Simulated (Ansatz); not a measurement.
Gas-phase electronic energies from Ansatz, PBE0-D4/def2-TZVP geometries. CCSD(T)/CBS is the MP2 limit (def2-TZVPP, def2-QZVPP) plus CCSD(T) − MP2 in def2-TZVPP, frozen cores. Functionals use def2-TZVPP. def2 core potentials past Kr. For Sn outer-core shells are correlated without core-valence functions, which leaves a few kJ/mol of doubt a bond. One conformer a species, not always the lowest.

Reaction (ligand exchange at the Si–C bond): `O=[C]([SiH3])[SnH3]` + `OB(O)F` → `OB(F)O[SiH3]` + `O=[CH][SnH3]`

CCSD(T)/CBS gives -100.8 kJ/mol.

Q: Another level gave -81.5 kJ/mol. Which?
A. PBE/def2-TZVPP
B. r2SCAN-D4/def2-TZVPP
C. PBE0-D4/def2-TZVPP
D. MP2/def2-TZVPP

A: A. PBE -81.5, MP2/def2-TZVPP -104.3, r2SCAN-D4 -95.2, PBE0-D4 -90.3 kJ/mol.

Largest T1 diagnostic among the species: 0.016.

From PBE to PBE0 (25 % exact exchange), in def2-TZVPP and without D4, ΔE moves by −10.6 kJ/mol. The D4 term adds +3.2 kJ/mol with B3LYP and +1.8 kJ/mol with PBE0; it sums over pairs of atoms, weighted by their polarisabilities, and B3LYP, whose exchange is more repulsive, gets the larger term. In def2-TZVPP, CCSD(T) changes the Hartree–Fock value by +27.9 kJ/mol (the triples alone add +5.2 kJ/mol) and MP2 by +25.5 kJ/mol.

B3LYP here is the variant with VWN-RPA as its local correlation; programs differ in this.
